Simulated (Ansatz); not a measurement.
Consider the redistribution: `[CH3][V](=[NH])([F])[F]` + `F[SiH](Cl)[GeH3]` → `[NH]=[V]([F])([F])[Cl]` + `C[SiH](F)[GeH3]`.

Program: Ansatz. Geometries: PBE0-D4/def2-TZVP. ΔE: electronic, gas phase. CCSD(T)/CBS is the MP2 limit (def2-TZVPP, def2-QZVPP) plus CCSD(T) − MP2 in def2-TZVPP, frozen cores. DFT in def2-TZVPP. For Ge, V outer-core shells are correlated without core-valence functions, which leaves a few kJ/mol of doubt a bond. Scalar relativity is left out up to krypton. One conformer a species, not always the lowest.

`[CH3][V](=[NH])([F])[F]`:

Cartesian coordinates in Å:
```
C -0.445 -1.161 0.104
V 0.393 0.630 0.369
N 0.171 1.313 -1.060
F -0.516 1.436 1.604
F 2.075 0.359 0.687
H -1.499 -1.039 -0.150
H -0.332 -1.685 1.059
H 0.074 -1.692 -0.695
H 0.081 1.840 -1.918
```

`F[SiH](Cl)[GeH3]`:

Cartesian coordinates in Å:
```
F -0.752 1.581 1.445
Si -0.280 1.118 -0.008
Cl 1.441 2.130 -0.462
Ge 0.155 -1.218 0.002
H -1.318 1.558 -0.968
H -1.115 -1.992 0.386
H 1.270 -1.530 1.008
H 0.600 -1.647 -1.404
```

`[NH]=[V]([F])([F])[Cl]`:

Cartesian coordinates in Å:
```
N -0.920 -0.340 0.654
V 0.334 0.024 -0.253
F 1.708 -0.812 0.362
F -0.013 -0.454 -1.871
Cl 0.611 2.146 -0.126
H -1.720 -0.564 1.234
```

`C[SiH](F)[GeH3]`:

```xyz
11

C    -0.924    0.171   -1.476
Si   -0.701    0.334    0.362
F    -0.825    1.888    0.763
Ge    1.424   -0.456    1.091
H    -0.885   -0.883   -1.765
H    -1.891    0.574   -1.785
H    -0.139    0.702   -2.019
H    -1.790   -0.383    1.081
H     1.560   -1.956    0.766
H     2.565    0.287    0.374
H     1.605   -0.278    2.607
```

```json
{"level": "r2SCAN0-D4", "ΔE (kJ/mol)": "-36.4", "difference from CCSD(T)/CBS": "-6.8"}
{"level": "BHLYP-D4", "ΔE (kJ/mol)": "-28.0", "difference from CCSD(T)/CBS": "1.6"}
{"level": "PBE0", "ΔE (kJ/mol)": "-37.8", "difference from CCSD(T)/CBS": "-8.2"}
{"level": "BHLYP", "ΔE (kJ/mol)": "-27.9", "difference from CCSD(T)/CBS": "1.7"}
{"level": "RPA@PBE/def2-TZVPP", "ΔE (kJ/mol)": "-37.7", "difference from CCSD(T)/CBS": "-8.1"}
{"level": "MP2/def2-SVP", "ΔE (kJ/mol)": "-75.5", "difference from CCSD(T)/CBS": "-45.9"}
{"level": "CCSD/def2-TZVPP", "ΔE (kJ/mol)": "-25.3", "difference from CCSD(T)/CBS": "4.3"}
{"level": "HF/def2-QZVPP", "ΔE (kJ/mol)": "-15.4", "difference from CCSD(T)/CBS": "14.2"}
{"level": "SCS-MP2/def2-QZVPP", "ΔE (kJ/mol)": "-53.5", "difference from CCSD(T)/CBS": "-23.9"}
{"level": "MP2/CBS(def2)", "ΔE (kJ/mol)": "-61.5", "difference from CCSD(T)/CBS": "-31.9"}
{"level": "CCSD(T)/CBS", "ΔE (kJ/mol)": "-29.6", "difference from CCSD(T)/CBS": "0"}
```

Largest T1 diagnostic among the species: 0.030, so the coupled-cluster value is less sure than usual.

From BLYP to BHLYP (50 % exact exchange), in def2-TZVPP and without D4, ΔE moves by +17.3 kJ/mol. Leaving LDA and LC-ωPBE aside and taking each functional with its dispersion term where it has one, the values, not all of them listed here, spread over 24.5 kJ/mol, from B2PLYP to BHLYP-D4.
